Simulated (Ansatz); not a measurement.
Coupled-cluster diagnostics for Mo(NH)2(NH2)2 (MoN4H6), Ansatz.

Geometry of the singlet (r2SCAN-D4/def2-SVP):

Cartesian coordinates in Å:
```
Mo 0.1701 -0.0874 -0.0569
N 1.6725 0.7954 -0.1497
H 2.6679 0.9293 -0.3227
N 0.2359 -1.7761 -0.4916
H 0.6697 -2.6453 -0.8001
N -1.0728 0.7702 -1.2928
H -1.8061 0.2796 -1.7974
H -0.9963 1.7348 -1.6038
N -0.4292 0.0019 1.7980
H -0.1485 0.7252 2.4545
H -0.9632 -0.7276 2.2626
```

In the def2 sets Mo takes a core potential; there is no spin–orbit coupling. Correlated methods freeze 4 core orbitals; core or outer-core shells of Mo are correlated, in sets that lack core-valence functions.

Question: Estimate the CCSD(T) correlation energy, the shares of MP2 and (T), T1 and the reference's ⟨S²⟩ for: charge 0, singlet, own geometry in def2-TZVP; and the rough time on 4 threads of Arm Neoverse V2 on a shared host.

Answer: 
```csv
state,basis,correlation (eV),MP2 share (%),(T) share (%),T1,⟨S²⟩ (pure),wall time
"charge 0, singlet, own geometry",def2-TZVP,-38.388,98.9,5.7,0.020,0.00 (0.00),2.1 min
```
Customary marks for T1 are 0.02 (closed shells), 0.045 (open shells) and about 0.05 (3d metals). T1 stays under 0.02 throughout.
